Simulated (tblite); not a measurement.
C2H10GaNS.
Atom-mapped SMILES: `[CH3:1][S:2][CH2:3][GaH2-:4][NH3+:5]` (hydrogens: H6, H7, H8 on C1; H9, H10 on C3; H11, H12 on Ga4; H13, H14, H15 on N5)

Computed with GFN2-xTB (tblite), gas phase: L-BFGS steps from a force-field or distance-geometry start until the largest atomic force falls under 0.01 eV/Å.

Step 74: E = -454.6877 eV
```
atom  x, y, z in Å  |  force x, y, z in eV/Å
C1      2.6988    0.8685    0.4446    0.025   0.006   0.032
S2      0.9104    0.6821    0.7180   -0.016  -0.004   0.082
C3      0.5285   -0.6634   -0.4504   -0.019  -0.022  -0.076
Ga4    -1.3357   -1.3019    0.0356    0.015   0.028   0.006
N5     -2.4019    0.5310   -0.2952   -0.075   0.081  -0.004
H6      3.0742    1.5652    1.1884   -0.063   0.045  -0.046
H7      3.1923   -0.0926    0.5770   -0.083   0.012  -0.050
H8      2.8616    1.2570   -0.5577    0.057  -0.025   0.019
H9      1.3141   -1.4163   -0.3362   -0.005  -0.031   0.040
H10     0.6148   -0.2531   -1.4644    0.021  -0.012  -0.032
H11    -2.0776   -2.2448   -0.9470   -0.005   0.033  -0.034
H12    -1.6875   -1.5040    1.5246    0.006   0.024   0.003
H13    -1.9442    1.2377    0.2852    0.055  -0.032  -0.028
H14    -3.3789    0.4835    0.0039    0.112  -0.027  -0.094
H15    -2.3731    0.8591   -1.2653   -0.028  -0.076   0.183
```

Step 75: E = -454.6909 eV
```
atom  x, y, z in Å  |  force x, y, z in eV/Å
C1      2.6934    0.8699    0.4388    0.001   0.033   0.008
S2      0.9038    0.6918    0.7060   -0.035   0.004   0.056
C3      0.5276   -0.6665   -0.4496   -0.021  -0.015  -0.059
Ga4    -1.3383   -1.3058    0.0292    0.021   0.030   0.012
N5     -2.3953    0.5389   -0.2864   -0.064   0.022   0.024
H6      3.0589    1.5837    1.1703   -0.023   0.025  -0.024
H7      3.1826   -0.0903    0.5894   -0.061   0.020  -0.025
H8      2.8658    1.2409   -0.5688    0.038  -0.030   0.015
H9      1.3134   -1.4149   -0.3127   -0.005  -0.051   0.010
H10     0.6231   -0.2700   -1.4686    0.029  -0.018  -0.014
H11    -2.0763   -2.2469   -0.9600   -0.007   0.051  -0.030
H12    -1.6870   -1.5261    1.5176    0.001   0.034  -0.007
H13    -1.9475    1.2366    0.3113    0.070  -0.021  -0.017
H14    -3.3763    0.4865   -0.0059    0.069  -0.027  -0.068
H15    -2.3522    0.8803   -1.2496   -0.014  -0.056   0.117
```

Step 76: E = -454.6936 eV
```
atom  x, y, z in Å  |  force x, y, z in eV/Å
C1      2.6871    0.8746    0.4300   -0.013   0.034  -0.007
S2      0.8959    0.7068    0.6951   -0.031  -0.026  -0.024
C3      0.5241   -0.6703   -0.4447    0.007   0.007  -0.023
Ga4    -1.3419   -1.3094    0.0241    0.007   0.019   0.015
N5     -2.3852    0.5471   -0.2753   -0.024  -0.016   0.030
H6      3.0443    1.6098    1.1445    0.013  -0.018  -0.014
H7      3.1695   -0.0863    0.6028   -0.047   0.066   0.008
H8      2.8715    1.2201   -0.5852   -0.002  -0.031   0.024
H9      1.3076   -1.4169   -0.2817   -0.011  -0.035  -0.024
H10     0.6295   -0.2917   -1.4706    0.042  -0.027   0.029
H11    -2.0708   -2.2418   -0.9815   -0.013   0.064  -0.021
H12    -1.6941   -1.5574    1.5094   -0.002   0.049  -0.027
H13    -1.9462    1.2307    0.3453    0.036  -0.034  -0.027
H14    -3.3715    0.4853   -0.0218    0.025  -0.006  -0.016
H15    -2.3243    0.9076   -1.2294    0.011  -0.044   0.077
```

Step 77: E = -454.6943 eV
```
atom  x, y, z in Å  |  force x, y, z in eV/Å
C1      2.6863    0.8760    0.4293   -0.040   0.032  -0.020
S2      0.8950    0.7066    0.6969   -0.017  -0.025  -0.049
C3      0.5231   -0.6703   -0.4439    0.009   0.001   0.018
Ga4    -1.3419   -1.3078    0.0254   -0.004   0.004   0.001
N5     -2.3833    0.5472   -0.2740    0.020  -0.074   0.043
H6      3.0433    1.6127    1.1408    0.025  -0.009   0.012
H7      3.1668   -0.0846    0.6009   -0.022   0.035   0.034
H8      2.8734    1.2182   -0.5858   -0.023  -0.015  -0.002
H9      1.3042   -1.4190   -0.2784   -0.004  -0.028  -0.031
H10     0.6289   -0.2932   -1.4693    0.051  -0.017   0.010
H11    -2.0689   -2.2368   -0.9852   -0.014   0.062  -0.015
H12    -1.6970   -1.5596    1.5087   -0.001   0.049  -0.024
H13    -1.9430    1.2287    0.3460    0.038   0.000   0.012
H14    -3.3683    0.4825   -0.0247   -0.048  -0.002   0.028
H15    -2.3229    0.9074   -1.2257    0.030  -0.013  -0.017
```

Q: Estimate the geometry and energy of step 78. (The exact step hangs on the optimiser's Hessian estimate; all steps are aligned on step 77, rigid shifts and turns removed.)

A: E = -454.6952 eV, largest force 0.107 eV/Å
```
atom  x, y, z in Å  |  force x, y, z in eV/Å
C1      2.6821    0.8804    0.4247   -0.024   0.003  -0.020
S2      0.8886    0.7172    0.6887    0.019  -0.052  -0.091
C3      0.5218   -0.6728   -0.4409    0.028  -0.003   0.034
Ga4    -1.3434   -1.3093    0.0230   -0.014  -0.005  -0.005
N5     -2.3764    0.5494   -0.2674    0.032  -0.041   0.033
H6      3.0388    1.6269    1.1270    0.017  -0.026  -0.002
H7      3.1594   -0.0805    0.6119   -0.039   0.078   0.033
H8      2.8759    1.2056   -0.5958   -0.042  -0.015   0.027
H9      1.3022   -1.4212   -0.2644   -0.017   0.003  -0.035
H10     0.6304   -0.3071   -1.4704    0.058  -0.014   0.027
H11    -2.0682   -2.2300   -0.9967   -0.015   0.063  -0.014
H12    -1.7043   -1.5755    1.5025    0.000   0.054  -0.023
H13    -1.9409    1.2242    0.3657   -0.007  -0.037  -0.017
H14    -3.3649    0.4779   -0.0326   -0.027   0.019   0.038
H15    -2.3054    0.9227   -1.2143    0.030  -0.029   0.014
```

The energy changes by -0.0009 eV. The first-order estimate −F·Δx gives -0.0013 eV and the mean of the old and new forces, exact on a quadratic surface, -0.0008 eV. The step makes an angle of 83° with the force vector and moves no atom by more than 0.026 Å.

The cost below is that of the whole relaxation. On one thread of an Arm Neoverse N1, no GPU, shared host with 64 logical CPUs at a one-minute load of 62, this took 1.4 s.
